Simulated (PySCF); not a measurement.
Species: C3H6N2Si.
SMILES with atom numbers: `[N:1]#[C:2][CH2:3]/[CH:4]=[N:5]/[SiH3:6]` (hydrogens: H7, H8 on C3; H9 on C4; H10, H11, H12 on Si6)

Cartesian coordinates in Å at the GFN2-xTB level; atoms count from 1:
```xyz
12
C3H6N2Si angstrom
N     -3.2589   -1.4303    0.3757
C     -2.5390   -0.5461    0.3021
C     -1.6157    0.5547    0.1985
C     -0.3202    0.0858   -0.4152
N      0.7613    0.2357    0.1832
Si     2.4058   -0.1476   -0.1574
H     -2.0642    1.3220   -0.4411
H     -1.4259    0.9695    1.1915
H     -0.4276   -0.3842   -1.4015
H      3.0503    1.1615   -0.1067
H      2.6669   -0.8016   -1.4443
H      2.7684   -1.0201    0.9540
```

The calculation used PySCF, TDDFT CAM-B3LYP/def2-SVPD, vertical, gas phase, core orbitals frozen in the response.

```tsv
state	E (eV)	ν̃ (cm⁻¹)	f	main configurations (H = HOMO, L = LUMO)
S1	4.27	34480	0.0008	H→L (96%)
S2	6.54	52730	0.023	H→L+1 (92%)
S3	7.47	60230	0.042	H→L+2 (44%), H→L+3 (16%), H→L+5 (10%)
S4	7.54	60780	0.087	H-1→L (22%), H-2→L (22%), H-2→L+5 (9%)
S5	7.62	61490	0.122	H→L+4 (37%), H-1→L (34%)
S6	7.76	62560	0.0098	H→L+6 (33%), H→L+2 (20%), H→L+3 (12%)
S7	7.83	63150	0.031	H→L+3 (38%), H→L+6 (32%), H→L+2 (9%)
S8	7.88	63560	0.011	H-3→L (48%), H-2→L (16%), H→L+4 (9%)
```

Triplets (Tamm–Dancoff): T1 3.69 eV, H→L (94%); T2 5.12 eV, H-1→L (69%), H-6→L (21%); T3 6.29 eV, H→L+1 (82%).

The lowest singlet comes at 290 nm (412 kJ/mol) in the ultraviolet; it is very weak; its leading configuration is HOMO→LUMO (96%). The strongest level in the table is S5 at 7.62 eV (163 nm, f = 0.122). Löwdin shares by element: HOMO nitrogen 56% or more, carbon 20% or more, silicon 10% (atoms not listed hold the other 15%); LUMO carbon 42% or more, nitrogen 31% or more, silicon 6% (atoms not listed hold the other 21%). The listed states span 3.61 eV, and the widest gap between neighbours is 2.26 eV (S1 to S2). Of the 8 states listed, 6 reach f = 0.01 and none stays under 0.0005. Orbital energies (eV): HOMO-3 -11.25, HOMO-2 -11.20, HOMO-1 -10.71, HOMO -8.94, LUMO -0.07, LUMO+1 0.84, LUMO+2 1.37. The window holds the lowest 8 singlets.

On Intel Xeon at 2.70 GHz, one thread, shared host, this took 39 s of wall time (with the writing of density and orbital grids) and 0.74 GiB of memory at its peak.

One conformer stands for the species.
